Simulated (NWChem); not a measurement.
System: C₃H₅Cl; SMILES C1C(C1)Cl

Output (shortened):

```
             Northwest Computational Chemistry Package (NWChem) 7.3.0
             --------------------------------------------------------

                             Geometry "geometry" -> ""
                             -------------------------

 Output coordinates in angstroms (scale by  1.889725989 to convert to a.u.)

  No.       Tag          Charge          X              Y              Z
 ---- ---------------- ---------- -------------- -------------- --------------
    1 Cl                  17.0000    -0.08662800    -1.39616100     0.00000000
    2 C                    6.0000     0.54652900     0.24693000     0.00000000
    3 C                    6.0000    -0.17787900     1.31298900    -0.75221700
    4 C                    6.0000    -0.17787900     1.31298900     0.75221700
    5 H                    1.0000     1.63908000     0.24778300     0.00000000
    6 H                    1.0000     0.42038300     2.05603700    -1.28697100
    7 H                    1.0000    -1.10283100     1.02244100    -1.25647500
    8 H                    1.0000     0.42038300     2.05603700     1.28697100
    9 H                    1.0000    -1.10283100     1.02244100     1.25647500

 Effective nuclear repulsion energy (a.u.)     152.8597516831

                                 NWChem DFT Module
                                 -----------------

 Summary of "ao basis" -> "ao basis" (spherical)
 ------------------------------------------------------------------------------
       Tag                 Description            Shells   Functions and Types
 ---------------- ------------------------------  ------  ---------------------
 Cl                         def2-svp                 8       18   4s3p1d
 C                          def2-svp                 6       14   3s2p1d
 H                          def2-svp                 3        5   2s1p

            General Information
            -------------------
          SCF calculation type: DFT
          Wavefunction type:  closed shell.
          No. of atoms     :     9
          No. of electrons :    40
           Alpha electrons :    20
            Beta electrons :    20
          Charge           :     0
          Spin multiplicity:     1
          Use of symmetry is: off; symmetry adaption is: off
          Maximum number of iterations: 150
          AO basis - number of functions:    85
                     number of shells:    41
          Convergence on energy requested:  1.00D-06
          Convergence on density requested:  1.00D-05
          Convergence on gradient requested:  5.00D-04

              XC Information
              --------------
                         B3LYP Method XC Potential
                     Hartree-Fock (Exact) Exchange  0.200
                        Slater Exchange Functional  0.800 local
                    Becke 1988 Exchange Functional  0.720 non-local
              Lee-Yang-Parr Correlation Functional  0.810
                  VWN I RPA Correlation Functional  0.190 local

             Grid Information
             ----------------
          Grid used for XC integration:  medium
          Radial quadrature: Mura-Knowles
          Angular quadrature: Lebedev.
          Tag              B.-S. Rad. Rad. Pts. Rad. Cut. Ang. Pts.
          ---              ---------- --------- --------- ---------
          Cl                  1.00       88          10.0       590
          C                   0.70       49           8.0       434
          H                   0.35       45          10.0       434
          Grid pruning is: on
          Number of quadrature shells:   460
          Spatial weights used:  Erf1

      Superposition of Atomic Density Guess
      -------------------------------------

 Sum of atomic energies:        -574.69434583

      Non-variational initial energy
      ------------------------------

 Total energy =    -577.174020
 1-e energy   =   -1091.989478
 2-e energy   =     361.955706
 HOMO         =      -0.315706
 LUMO         =       0.072998

     ---------------------------------------------
      Total Density - Mulliken Population Analysis
     ---------------------------------------------

    Atom       Charge   Shell Charges
 -----------   ------   -------------------------------------------------------
    1 Cl  17    17.23   2.00  1.99  1.22  0.71  5.94  2.13  3.21  0.02
    2 C    6     5.95   1.99  0.93  0.31  1.79  0.88  0.05
    3 C    6     6.22   1.99  0.96  0.26  2.04  0.94  0.03
    4 C    6     6.22   1.99  0.96  0.26  2.04  0.94  0.03
    5 H    1     0.88   0.67  0.18  0.02
    6 H    1     0.87   0.66  0.18  0.02
    7 H    1     0.88   0.66  0.19  0.02
    8 H    1     0.87   0.66  0.18  0.02
    9 H    1     0.88   0.66  0.19  0.02

   convergence    iter        energy       DeltaE   RMS-Dens  Diis-err
 ---------------- ----- ----------------- --------- --------- ---------
 d= 0,ls=0.0,diis     1   -577.2285764852 -7.30D+02  9.38D-03  3.96D-01
 d= 0,ls=0.0,diis     2   -577.2409347362 -1.24D-02  6.58D-03  2.75D-01
 d= 0,ls=0.0,diis     3   -577.2688720831 -2.79D-02  1.99D-03  5.01D-02
 d= 0,ls=0.0,diis     4   -577.2752113684 -6.34D-03  1.72D-04  2.38D-04
 d= 0,ls=0.0,diis     5   -577.2752361754 -2.48D-05  5.53D-05  2.04D-05
  Resetting Diis
 d= 0,ls=0.0,diis     6   -577.2752382615 -2.09D-06  2.03D-05  3.88D-06
 d= 0,ls=0.0,diis     7   -577.2752387952 -5.34D-07  4.23D-06  6.88D-08

         Total DFT energy =     -577.275238795198
      One electron energy =    -1095.355573629409
           Coulomb energy =      411.622461320400
    Exchange-Corr. energy =      -46.401878169312
 Nuclear repulsion energy =      152.859751683123

 Numeric. integr. density =       40.000009593016

                       DFT Final Molecular Orbital Analysis
                       ------------------------------------

 Vector   18  Occ=2.000000D+00  E=-3.372997D-01
              MO Center= -1.2D-01,  3.8D-01, -4.9D-08, r^2= 2.9D+00
   Bfn.  Coefficient  Atom+Function         Bfn.  Coefficient  Atom+Function
  ----- ------------  ---------------      ----- ------------  ---------------
    11      0.351040  1 Cl px                 8      0.278900  1 Cl px
    38      0.273974  3 C  pz                52     -0.273974  4 C  pz
    21     -0.215683  2 C  s                 37      0.163940  3 C  py
    51      0.163940  4 C  py                 5      0.161543  1 Cl px
    23     -0.148936  2 C  py                26     -0.147895  2 C  py

 Vector   19  Occ=2.000000D+00  E=-2.862628D-01
              MO Center= -2.4D-03, -5.5D-01,  5.9D-08, r^2= 2.8D+00
   Bfn.  Coefficient  Atom+Function         Bfn.  Coefficient  Atom+Function
  ----- ------------  ---------------      ----- ------------  ---------------
    11      0.496387  1 Cl px                 8      0.362867  1 Cl px
    12     -0.249330  1 Cl py                 5      0.210059  1 Cl px
     9     -0.173340  1 Cl py                61     -0.172421  5 H  s
    37     -0.154809  3 C  py                51     -0.154809  4 C  py
    22     -0.152394  2 C  px                38     -0.142652  3 C  pz

 Vector   20  Occ=2.000000D+00  E=-2.692254D-01
              MO Center=  9.5D-03, -4.9D-01, -4.6D-08, r^2= 2.7D+00
   Bfn.  Coefficient  Atom+Function         Bfn.  Coefficient  Atom+Function
  ----- ------------  ---------------      ----- ------------  ---------------
    13      0.547535  1 Cl pz                10      0.389389  1 Cl pz
    24     -0.290540  2 C  pz                 7      0.225196  1 Cl pz
    35      0.203334  3 C  s                 49     -0.203334  4 C  s
    37     -0.196039  3 C  py                51      0.196039  4 C  py
    40     -0.112526  3 C  py                54      0.112526  4 C  py

[...]

                     NWChem Electrostatic Potential Fit Module
                     -----------------------------------------

 Atom parameters

 Number of atoms is                                    9
 Number of basis functions is                         85

 Grid parameters

 Maximum number of grid points is                  36074
 Number of grid points is                          36073
 Grid range                                     0.300000 nm
 Grid spacing                                   0.020000 nm
 Probe radius                                   0.070000 nm
 Atom radius factor                             1.000000

 Atomic radii

    1    0.100000
    6    0.147000
   17    0.169000
 FASTESP  F
  using M.O. file = ./job.movecs

    Atom              Coordinates                           Charge

                                                  ESP

    1 Cl   -0.008663   -0.139616    0.000000   -0.180175
    2 C     0.054653    0.024693    0.000000    0.079146
    3 C    -0.017788    0.131299   -0.075222   -0.158695
    4 C    -0.017788    0.131299    0.075222   -0.156342
    5 H     0.163908    0.024778    0.000000    0.078087
    6 H     0.042038    0.205604   -0.128697    0.075239
    7 H    -0.110283    0.102244   -0.125648    0.094680
    8 H     0.042038    0.205604    0.128697    0.074457
    9 H    -0.110283    0.102244    0.125648    0.093603
                                            ------------
                                                0.000000

 Dipole moment                                  0.736361

 Quadrupole moment Qxx                          4.267928
                   Qyy                         -7.254791
                   Qzz                          2.986863

 RMS deviation kJ/mol                           0.074251

 RRMS %                                        46.901336
```

Level: B3LYP/def2-SVP. Geometry: optimised at PBE0/def2-SVP.

**Question.** Which NWChem input produces such a log?

**Answer.** Several could match; the one computed here: the input that was run:
```
start job
memory heap 200 mb stack 900 mb global 1100 mb
geometry units angstroms noautosym nocenter noautoz
  Cl    -0.086628    -1.396161     0.000000
  C      0.546529     0.246930     0.000000
  C     -0.177879     1.312989    -0.752217
  C     -0.177879     1.312989     0.752217
  H      1.639080     0.247783     0.000000
  H      0.420383     2.056037    -1.286971
  H     -1.102831     1.022441    -1.256475
  H      0.420383     2.056037     1.286971
  H     -1.102831     1.022441     1.256475
end
basis spherical
  * library def2-svp
end
dft
  xc b3lyp
  iterations 150
  mulliken
end
task dft energy
esp
  recalculate
  probe 0.07
  range 0.3
  factor 1.0
  spacing 0.02
end
task esp
```
